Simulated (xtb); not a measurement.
F₆Mo, charge -1, doublet, at a GFN2-xTB geometry (such geometries of metal compounds can be far from the true shape) (the multiplicity is a formal guess). Base run: GFN2-xTB (xtb).

Here is a job for xtb.
```
$ xtb mol.xyz --gfn 2 --chrg -1 --uhf 1 --json

# file mol.xyz
7

Mo    -0.00000000    -0.00000000    -0.00000000
F      1.14023768    -0.48120813    -1.45171224
F     -1.14023768     0.48120813     1.45171224
F     -1.11259570     0.74936569    -1.12227778
F     -0.93077908    -1.65515604    -0.18242930
F      0.93077908     1.65515604     0.18242930
F      1.11259570    -0.74936569     1.12227778
```

Variants of this job, named by their change:

```csv
change,ΔE vs base (mEh),G_solv (kcal/mol),SCF cycles
base,0.000,-,10
alpb = methanol,-89.006,-55.89,10
alpb = hexane,-52.240,-32.87,10
etemp = 3000,-9.293,-,10
file = coord,0.000,-,10
acc = 1000,0.008,-,6
acc = 30,0.000,-,9
```

ALPB and GBSA are two models with their own fitted parameters for each solvent, which aren't always the measured dielectric constant.
